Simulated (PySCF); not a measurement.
**Ionisation energy of Fe by level of theory**

Fe [Ar] 3d6 4s2 (5D) → Fe+ [Ar] 3d6 4s1 (6D), as a difference of total energies. Calculation: PySCF 2.14, in aug-cc-pVTZ-DK (8s7p5d3f2g, 93 functions); scalar relativity by spin-free X2C-1e. Correlated levels: valence: [Ar] frozen. The calculations carry no spin-orbit coupling.

Q: Order these methods by the ionisation energy they give, lowest first.
A. PBE0
B. wB97X-V
C. MP2 (valence)
D. UHF

A: D (6.432 eV), C (7.539 eV), A (7.635 eV), B (7.787 eV).

Errors of the correlated levels include the incompleteness of this basis and the frozen core.

MP2 underrates the near-degeneracy of ns² with np² in the lower species.

For comparison: 7.904 eV (measured; NIST levels, between the centres of gravity of the two terms).
